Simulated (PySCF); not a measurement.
Te(SMe)(OSiH3) (CH6OSSiTe), SMILES CS[Te]O[SiH3].

Coordinates come from a r2SCAN-D4/def2-SVP optimisation. The structure was generated by enumeration, and PubChem lists no compound with its InChIKey, so it may never have been made. The def2 effective core potentials stand for the cores of Te; spin–orbit coupling is left out. One conformer was computed; it need not be the lowest.

All values below come from TDA-ωB97X/def2-SVPD (PySCF).

Vertical excitations. The molecule is in vacuum.

Computed UV-visible absorptions:
```csv
state,energy (eV),λ (nm),f,main pairs
S1,3.18,390,0.001,HOMO→LUMO 90 %
S2,3.75,331,0.001,HOMO→LUMO+1 90 %
S3,4.80,258,0.004,HOMO−1→LUMO+1 90 %
S4,5.22,237,0.020,HOMO−1→LUMO 80 %
S5,5.44,228,0.010,HOMO−2→LUMO 89 %
S6,6.19,200,0.117,"HOMO→LUMO+2 78 %, HOMO→LUMO+6 13 %"
S7,6.43,193,0.066,"HOMO−2→LUMO+1 35 %, HOMO→LUMO+3 12 %, HOMO→LUMO+6 11 %, HOMO−4→LUMO 8 %"
S8,6.74,184,0.017,"HOMO−4→LUMO 52 %, HOMO−3→LUMO 17 %"
S9,6.80,182,0.074,"HOMO−1→LUMO+6 30 %, HOMO−3→LUMO 15 %, HOMO−1→LUMO+3 15 %, HOMO−1→LUMO+4 5 %"
S10,6.85,181,0.024,"HOMO−3→LUMO 42 %, HOMO−4→LUMO 20 %"
T1,2.46,503,0,HOMO→LUMO 93 %
T2,3.01,411,0,HOMO→LUMO+1 93 %
T3,4.17,297,0,HOMO−1→LUMO+1 86 %
T4,4.62,268,0,HOMO−1→LUMO 80 %
```
Triplets are in the Tamm–Dancoff approximation.
